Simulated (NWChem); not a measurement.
System meant: C$_{4}$H$_{8}$O; SMILES C[C@@H]1OCC1

Input file for NWChem:

```
start job
memory heap 200 mb stack 900 mb global 1100 mb
geometry units angstroms noautoz
  C     -0.030416    -1.819251    -0.257915
  C      0.001168    -0.475885     0.444276
  C      1.081441     0.551886     0.033227
  C     -0.116349     1.474585    -0.262260
  O     -1.058768     0.410132    -0.007333
  H     -0.970687    -2.340203    -0.044499
  H      0.051223    -1.690542    -1.342973
  H      0.797556    -2.452460     0.084717
  H     -0.061676    -0.616584     1.534065
  H      1.769126     0.878401     0.817659
  H      1.654772     0.257949    -0.851123
  H     -0.202892     1.862286    -1.284921
  H     -0.240145     2.307423     0.443945
end
basis spherical
  * library def2-svp
end
dft
  xc b3lyp
  iterations 4
  mulliken
end
task dft energy
```

End of the output:

```
    Atom       Charge   Shell Charges
 -----------   ------   -------------------------------------------------------
    1 C    6     6.06   1.96  0.58  0.30  1.91  1.23  0.07
    2 C    6     5.92   1.96  0.61  0.29  1.86  1.04  0.15
    3 C    6     6.04   1.96  0.59  0.30  1.93  1.17  0.08
    4 C    6     5.90   1.96  0.59  0.30  1.84  1.06  0.14
    5 O    8     8.22   1.97  0.94  0.62  2.73  1.94  0.03
    6 H    1     0.97   0.64  0.27  0.07
    7 H    1     0.98   0.64  0.27  0.06
    8 H    1     0.97   0.64  0.27  0.06
    9 H    1     0.99   0.66  0.27  0.07
   10 H    1     0.98   0.64  0.27  0.07
   11 H    1     0.98   0.64  0.27  0.07
   12 H    1     0.99   0.66  0.27  0.07
   13 H    1     0.99   0.66  0.27  0.07

 center of mass
 --------------
 x =  -0.07255011 y =   0.04560174 z =   0.01513526

 moments of inertia (a.u.)
 ------------------
         395.656890588452           0.000000000000          -0.000000000000
           0.000000000000         182.374250527346           0.000000000000
          -0.000000000000           0.000000000000         496.656486017382

     Multipole analysis of the density
     ---------------------------------

     L   x y z        total         alpha         beta         nuclear
     -   - - -        -----         -----         ----         -------
     0   0 0 0      0.000000    -20.000000    -20.000000     40.000000

     1   1 0 0      0.737774      0.368887      0.368887      0.000000
     1   0 1 0     -0.011802     -0.005901     -0.005901     -0.000000
     1   0 0 1      0.015602      0.007801      0.007801      0.000000

     2   2 0 0    -25.453162    -54.952291    -54.952291     84.451421
     2   1 1 0      0.587006     -0.783183     -0.783183      2.153371
     2   1 0 1      0.119102     -0.108292     -0.108292      0.335687
     2   0 2 0    -21.921357   -121.308009   -121.308009    220.694660
     2   0 1 1     -0.366599     -0.592787     -0.592787      0.818975
     2   0 0 2    -22.911714    -28.162702    -28.162702     33.413690

 ------------------------------------------------------------------------
 dft energy failed                                                                                  0
 ------------------------------------------------------------------------
 ------------------------------------------------------------------------
  current input line :
    26: task dft energy
 ------------------------------------------------------------------------
 ------------------------------------------------------------------------
 This type of error is most commonly associated with calculations not reaching convergence criteria
 ------------------------------------------------------------------------
 For more information see the NWChem manual at https://nwchemgit.github.io

0:dft energy failed:Received an Error in Communication
```

### Question
What is wrong, and how is it mended?

### Answer
The run did not converge; its last values are not results. Cause: the SCF was allowed too few iterations. This input runs:
```
start job
memory heap 200 mb stack 900 mb global 1100 mb
geometry units angstroms noautoz
  C     -0.030416    -1.819251    -0.257915
  C      0.001168    -0.475885     0.444276
  C      1.081441     0.551886     0.033227
  C     -0.116349     1.474585    -0.262260
  O     -1.058768     0.410132    -0.007333
  H     -0.970687    -2.340203    -0.044499
  H      0.051223    -1.690542    -1.342973
  H      0.797556    -2.452460     0.084717
  H     -0.061676    -0.616584     1.534065
  H      1.769126     0.878401     0.817659
  H      1.654772     0.257949    -0.851123
  H     -0.202892     1.862286    -1.284921
  H     -0.240145     2.307423     0.443945
end
basis spherical
  C library def2-svp
  O library def2-svp
  H library def2-svp
end
dft
  xc b3lyp
  iterations 150
  mulliken
end
task dft energy
```
It converges to -232.25544 Ha (B3LYP/def2-SVP).
